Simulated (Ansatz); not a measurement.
A nudged elastic band was laid between two geometries of C2H7BO2 + ClH (14 atoms, charge 0, multiplicity 1).

Method: RKS PBE0-D4/def2-SVP (Ansatz 0.2.0).

```
movable images  : 7
climbing image  : yes
spring          : 5.0 eV/Å²
optimiser       : quadratic models (default)
start path      : through a guess of the saddle point
force threshold : 0.05 eV/Å
iteration limit : 60
end points      : relaxed
```

Image 0:

```xyz
14
Properties=species:S:1:pos:R:3
B -0.997 -0.329 0.289
C 0.534 -0.629 0.495
C 1.400 -0.443 -0.749
O -1.369 0.714 -0.528
O -2.016 -1.006 0.888
H -0.379 2.192 -0.306
Cl 0.432 3.156 0.053
H 0.881 0.067 1.283
H 0.672 -1.640 0.919
H 1.086 -1.110 -1.568
H 1.337 0.591 -1.120
H 2.460 -0.651 -0.540
H -2.328 0.822 -0.558
H -1.715 -1.733 1.441
```

Image 8:

```xyz
14
Properties=species:S:1:pos:R:3
B -1.959 0.582 0.095
C 1.446 -0.193 0.653
C 1.549 -0.311 -0.858
O -2.009 0.487 -1.248
O -2.131 -0.507 0.883
H 1.195 0.835 0.958
Cl -1.661 2.182 0.806
H 2.391 -0.465 1.149
H 0.661 -0.853 1.054
H 0.603 -0.033 -1.348
H 2.331 0.349 -1.264
H 1.795 -1.339 -1.169
H -2.160 -0.422 -1.533
H -2.052 -0.312 1.821
```

Task: Which bonds break or form, and what moves?

Result: Bonds broken: B1–C2, H6–Cl7. Bonds formed: B1–Cl7, C2–H6. C2H7BO2 + ClH becomes BClH2O2 + C2H6.

Task: Give the energies along the band, and the barrier.

Result: The forces met the threshold. The highest image is number 4 of 0 to 8, 33.3 kcal/mol above the first end and 50.2 kcal/mol above the last; the last end lies 16.9 kcal/mol below the first. Neighbouring images differ by up to 1.5 eV, so the band resolves the path poorly. A vibrational analysis at the climbing image gives one clearly imaginary mode, 780i cm⁻¹: a first-order saddle point. The orbitals stay closed-shell, which can raise the energy where a bond breaks towards radicals; this wasn't checked here.

| image | path coordinate (Å) | energy (kcal/mol) | B1–C2 (Å) | H6–Cl7 (Å) | B1–Cl7 (Å) |
| --- | --- | --- | --- | --- | --- |
| 0 | 0.00 | 0.0 | 1.57 | 1.31 | 3.77 |
| 1 | 1.28 | 0.3 | 1.57 | 1.31 | 3.55 |
| 2 | 2.57 | 3.1 | 1.58 | 1.29 | 3.30 |
| 3 | 3.85 | 7.1 | 1.59 | 1.29 | 3.19 |
| 4 | 5.14 | 33.3 | 1.77 | 1.66 | 2.34 |
| 5 | 6.23 | -0.9 | 2.54 | 2.18 | 1.83 |
| 6 | 7.32 | -15.4 | 3.18 | 2.70 | 1.78 |
| 7 | 8.41 | -16.6 | 3.43 | 3.02 | 1.78 |
| 8 | 9.50 | -16.9 | 3.54 | 3.16 | 1.78 |

Task: What is the geometry of the highest image?

Result: 
```xyz
14
Properties=species:S:1:pos:R:3
B -1.067 0.024 0.203
C 0.633 -0.457 0.321
C 1.557 -0.202 -0.855
O -1.431 -0.087 -1.096
O -1.880 -0.305 1.247
H 0.145 0.758 0.525
Cl -0.550 2.250 0.705
H 1.132 -0.397 1.301
H 0.196 -1.472 0.292
H 1.014 -0.331 -1.801
H 1.949 0.825 -0.828
H 2.411 -0.894 -0.845
H -2.379 0.053 -1.198
H -1.729 0.235 2.029
```

Time of the run: 6.6 min on 4 threads of Arm Neoverse N1, on a shared host, peak memory 0.33 GiB.
